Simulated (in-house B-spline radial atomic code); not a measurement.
RPA and G0W0 on BHandHLYP: the magnesium ion Mg¹¹⁺

Configuration 1s1, highest spin, mean-field start BHandHLYP. Computed with an all-electron radial atomic-structure program (B-spline basis): all electrons, non-relativistic, point nucleus, each spin shell either full or empty, empty states to l = 9 with an (l + 1/2)⁻⁴ tail; G0W0 by contour deformation at full frequency.

Relativity, left out, deepens the 1s level by about Z⁴α²/8 hartree.

With one electron the exact correlation energy is zero, so what RPA and GW give is self-correlation.

Command:
```bash
python run_gw.py task.json out
```
Settings (radii: box in bohr, nucleus in fm):
```
Z                        12
electrons                1
configuration            1s1
hamiltonian              nr
method                   bhandhlyp
lmax                     9
spin_polarised           True
box_radius               6.2
intervals                44
ion_configuration        bare nucleus
```

Time taken, with all properties: 0.3 s on 1 thread of Arm Neoverse V2, with other jobs on the host.

Energies (hartree):

| term | value |
| --- | --- |
| mean-field total | -71.98368 |
| Hartree-Fock functional on these orbitals | -71.99985 |
| direct second order | -0.022868 |
| second-order exchange | 0.022869 |
| SOSEX correction | 0.022635 |

(1) What is the RPA correlation energy, and what remains with SOSEX?

Quasi-particle levels (eV):

```
  level  occupied  mean field  Σx - vxc     Σc  QP weight      G0W0
  1s up       yes    -1921.31    -37.91      ?          ?         ?
1s down        no    -1756.76      0.00  -2.59      0.999  -1759.35
```

G0W0 = mean field + (Σx - vxc) + Σc, with Σc (partial-wave tail included) taken at the quasi-particle energy.

(2) Where does G0W0 put 1s up?

(3) What does it cost to remove one electron (to the bare nucleus) by differences of total energies, each species on its own start (correlation terms add to the Hartree-Fock functional)?

Results:

(1) RPA gives -0.022634 hartree (-0.616 eV per electron); RPA + SOSEX gives 0, and the second-order doubles 0 hartree (no singles). SOSEX takes back 100 % of the RPA value.

(2) At -1958.99 eV, with Σc = 0.23 eV and a quasi-particle weight of 0.999. The tabulated removal energy is 1962.664 eV (NIST, tabulated theory); the calculation leaves out relativity, QED, nuclear size and recoil, and what these don't explain is the method's own error.

(3) BHandHLYP 1958.78 eV, Hartree-Fock functional 1959.22 eV, + RPA 1959.83 eV, + RPA + SOSEX 1959.22 eV, + second order 1959.22 eV. Tabulated: 1962.664 eV (NIST, tabulated theory); the calculation leaves out relativity, QED, nuclear size and recoil, and what these don't explain is the method's own error.
